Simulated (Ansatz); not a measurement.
`C[N](C)[Zr]([Cl])([N](C)C)[N](C)C`. Charge 0, multiplicity 1. Zr: def2 effective core potential. Geometry: relaxed with PBE0-D4/def2-TZVP. It is one conformer, not always the lowest.

```xyz
29

C    -0.268   -0.405    2.918
N     0.234   -0.889    1.653
C     0.565   -2.288    1.674
Zr    0.431    0.562    0.257
Cl    1.814    2.364    1.081
N     1.241   -0.268   -1.401
C     2.599   -0.721   -1.206
C     0.779   -0.427   -2.752
N    -1.418    1.235   -0.215
C    -2.738    0.910    0.250
C    -1.400    2.329   -1.158
H    -1.199   -0.912    3.210
H    -0.489    0.671    2.869
H     0.460   -0.542    3.729
H     0.947   -2.605    0.701
H     1.331   -2.514    2.431
H    -0.314   -2.907    1.906
H     2.923   -0.563   -0.168
H     2.706   -1.795   -1.417
H     3.310   -0.179   -1.846
H     0.792   -1.483   -3.060
H     1.407    0.127   -3.466
H    -0.246   -0.065   -2.851
H    -3.393    0.604   -0.579
H    -3.219    1.768    0.744
H    -2.699    0.086    0.965
H    -1.969    2.094   -2.069
H    -0.372    2.562   -1.473
H    -1.815    3.251   -0.728
```

Task: What is the dipole moment at ωB97M-V/def2-TZVPP? (Best estimate.)

Result: Ansatz gave: 3.13 D, with components (-1.79, -2.33, -1.07) D in this frame, pointing from negative to positive charge.

Task: And with PBE, r2SCAN, B3LYP? (Estimate.)

Result: Ansatz gave: PBE 3.26 D, r2SCAN 3.31 D, B3LYP 3.23 D.

Task: Give the Mulliken charges with ωB97M-V, r2SCAN, B3LYP in def2-TZVPP. (Best estimate.)

Result: Ansatz gave: 
| atom | ωB97M-V | r2SCAN | B3LYP |
| --- | --- | --- | --- |
| C1 | -0.25 | -0.04 | -0.17 |
| N2 | -0.36 | -0.38 | -0.38 |
| C3 | -0.25 | -0.05 | -0.19 |
| Zr4 | 0.78 | 0.90 | 0.97 |
| Cl5 | -0.30 | -0.37 | -0.37 |
| N6 | -0.36 | -0.38 | -0.38 |
| C7 | -0.25 | -0.04 | -0.17 |
| C8 | -0.25 | -0.05 | -0.19 |
| N9 | -0.36 | -0.38 | -0.38 |
| C10 | -0.25 | -0.05 | -0.19 |
| C11 | -0.25 | -0.03 | -0.17 |
| H12 | 0.12 | 0.05 | 0.09 |
| H13 | 0.12 | 0.05 | 0.09 |
| H14 | 0.13 | 0.06 | 0.09 |
| H15 | 0.10 | 0.05 | 0.09 |
| H16 | 0.12 | 0.05 | 0.09 |
| H17 | 0.11 | 0.04 | 0.08 |
| H18 | 0.12 | 0.05 | 0.09 |
| H19 | 0.12 | 0.05 | 0.09 |
| H20 | 0.13 | 0.06 | 0.10 |
| H21 | 0.11 | 0.04 | 0.08 |
| H22 | 0.12 | 0.05 | 0.09 |
| H23 | 0.10 | 0.05 | 0.09 |
| H24 | 0.11 | 0.04 | 0.08 |
| H25 | 0.12 | 0.05 | 0.09 |
| H26 | 0.10 | 0.05 | 0.09 |
| H27 | 0.12 | 0.05 | 0.09 |
| H28 | 0.12 | 0.05 | 0.09 |
| H29 | 0.13 | 0.06 | 0.10 |

B3LYP here is the variant with VWN-RPA as its local correlation; programs differ in this.
